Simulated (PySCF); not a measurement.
# Bond curve of PSe

Set-up: PySCF, no relativity, basis sets P 6-31G(d,p), Se 6-31G(d,p). Energies in eV from P + Se in their ground configurations at the same level. State: ²Π (doublet), unpaired electrons π ↑.

All columns are PBE0. A positive dipole means P(−)Se(+).

```
R (Å)  E (eV)  μ (D)  Mulliken charge on P (basis-dependent)  HOMO (eV)  LUMO (eV)  Mayer bond order  ⟨S²⟩
1.761  -1.902   0.26                                    0.07      -4.89      -2.93              2.15  0.75
1.843  -2.880   0.10                                    0.09      -5.15      -3.20              2.16  0.75
1.925  -3.410  -0.07                                    0.11      -5.39      -3.45              2.17  0.75
1.987  -3.593  -0.21                                    0.12      -5.57      -3.63              2.18  0.75
2.048  -3.639  -0.34                                    0.13      -5.73      -3.81              2.18  0.76
2.109  -3.580  -0.48                                    0.13      -5.89      -3.98              2.18  0.76
2.191  -3.386  -0.65                                    0.14      -6.07      -4.19              2.15  0.80
2.294  -3.045  -0.78                                    0.14      -6.24      -4.34              1.94  1.00
2.417  -2.603  -0.86                                    0.14      -6.38      -4.35              1.65  1.26
2.580  -2.031  -1.01                                    0.13      -6.49      -4.29              1.35  1.50
```

A fit through these points gives, at Re = 2.041 Å, μ = -0.33 D and dμ/dR = -2.24 D/Å; the reduced mass is 22.32 u.

Question: How strong is the fundamental in the double-harmonic approximation, I = 42.26·(dμ/dR)²/μred km/mol?

Answer: I = 42.26·(-2.24)²/22.32 = 9.50 km/mol at PBE0.

⟨S²⟩ of the unrestricted solution departs from its pure value on part of the curve, where spin states mix. Spin–orbit coupling is left out. The state was picked by a PBE0 search and need not be the measured ground state.
